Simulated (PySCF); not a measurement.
# Frontier orbitals and the lowest excitations

Species: C5H5F3O.
Structure used (PBE0-D3(BJ)/def2-SVP), in Å, numbered top down from 1:
```xyz
14
C5H5F3O angstrom
O      2.8466    0.3404   -0.5883
C      1.6909    0.1798   -0.3416
C      0.5145   -0.4015   -1.1215
C     -0.2552   -0.4638    0.2181
C     -1.6460    0.1039    0.2229
F     -1.6689    1.3564   -0.2527
F     -2.1504    0.1386    1.4588
F     -2.4697   -0.6247   -0.5341
C      0.8392    0.3824    0.9087
H      0.0977    0.3379   -1.8249
H      0.6953   -1.3422   -1.6610
H     -0.3165   -1.4843    0.6208
H      1.2572    0.0197    1.8584
H      0.5532    1.4406    1.0254
```

Theory: PySCF, TDDFT B3LYP/def2-SVPD, vertical, gas phase, core orbitals frozen in the response.

Kohn–Sham orbitals with the atoms that hold most of them (Löwdin shares over 4%, at most four atoms; ? is withheld):

```csv
orbital,ε (eV),atoms
HOMO-3,-10.53,"C4 22%, O1 12%, F7 11%, F8 11%"
HOMO-2,-10.38,"C4 28%, C3 22%, C9 21%, H13 6%"
HOMO-1,-10.13,?
HOMO,-7.52,"O1 55%, C2 14%, C3 13%, C9 13%"
LUMO,-1.44,?
LUMO+1,0.13,"H12 12%, C3 11%, C4 11%, C9 11%"
LUMO+2,0.76,"H12 13%, C2 12%, O1 10%, H14 8%"
```

(1) Give the leading atoms of the LUMO.

(2) Which atoms hold the HOMO-1, and with what shares?

(3) How does S1 compare with the orbital gap of 6.07 eV?

(4) Give energy, strength and leading configuration of S1, S2 and S5, and follow the Löwdin shares of the leading atoms from the occupied to the empty orbital.

Answers

(1) C2 (bonded to 2 C and O) 36%; O1 (bonded to C) 30%; C3 (bonded to 2 C and 2 H) 9%; C9 (bonded to 2 C and 2 H) 9%. By element: carbon 53% or more, oxygen 30%.

(2) O1 (bonded to C) 30%; C4 (bonded to 3 C and H) 11%; C2 (bonded to 2 C and O) 10%; C3 (bonded to 2 C and 2 H) 10%. By element: carbon 30% or more, oxygen 30%.

(3) S1 is at 4.30 eV (f = 0.0001), 1.77 eV below the gap, made of HOMO→LUMO (99%). 

(4) 
- S1 (4.30 eV, f 0.0001), HOMO→LUMO (99%): O1 55% → 30%, C2 14% → 36%; low, almost dark, from the terminal oxygen into the C=O bond, the pattern of n→π*
- S2 (6.76 eV, f 0.032), HOMO→LUMO+1 (96%): O1 55% → at most 11%, C2 14% → at most 11%, H12 at most 7% → 12%, C3 13% → 11%
- S5 (7.69 eV, f 0.0006), HOMO-2→LUMO (95%): C4 28% → at most 9%, C3 22% → 9%, C2 at most 6% → 36%, O1 at most 6% → 30%

Löwdin shares depend on the basis, the more so with diffuse functions.

On an Arm Neoverse V2 with one thread, shared host with 96 logical CPUs at a one-minute load of 45, this took 50 s and 0.96 GiB of memory at its peak.

One conformer stands for the species.
